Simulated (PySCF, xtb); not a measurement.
CH₅AlO₂, SMILES C[O][AlH][OH].

GFN2-xTB in xtb at its own geometry gives an orbital gap of 5.41 eV and a dipole moment of 0.96 D.

Geometry optimised at PBE-D3(BJ)/def2-SVP. Other conformers were not sampled.

Question: What does HF/def2-TZVP in PySCF give? (The exact figures need the calculation; the answer reports its results.)

Answer: gap 14.45 eV (levels -12.04 and 2.41 eV), dipole 2.27 D.
